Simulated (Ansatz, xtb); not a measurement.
Spectroscopic constants of BeSi+, multiplicity 2 (lowest of 2S+1 = 2, 4 at CCSD(T)/def2-TZVPP on PBE0 minima; our sources give no spin for the ground state, which may be another). The T1 diagnostic near the minimum is 0.125, so single-reference values are doubtful.

The constants come from a fifth-degree fit in 1/R (seven points, main isotopes). Runs in def2 and cc sets follow the lowest solution found near the PBE0 minimum.

Run with Ansatz (Gaussian orbitals); xtb for the GFN methods. Each number belongs to the level named beside it. The GFN methods have no spin term and hold the electronic entropy of 300 K.

```csv
level,r_e (Å),ω_e (cm⁻¹),α_e (cm⁻¹),ω_e x_e (cm⁻¹)
GFN1-xTB,2.308,397,0.0091,6.5
SVWN5/def2-TZVPP,2.265,494,0.0059,4.6
PBE/def2-TZVPP,2.290,472,0.0062,4.8
B97M-V/def2-TZVPP,2.266,489,0.0067,4.7
B3LYP/def2-TZVPP,2.289,454,0.0071,5.4
PBE0/def2-TZVPP,2.283,467,0.0069,5.2
BHLYP/def2-TZVPP,2.288,440,0.0078,5.3
CAM-B3LYP/def2-TZVPP,2.277,451,0.0078,5.6
wB97X-V/def2-TZVPP,2.281,457,0.0073,5.0
wB97M-V/def2-TZVPP,2.288,454,0.0071,5.1
```

Ansatz is a quantum-chemistry and plane-wave program.
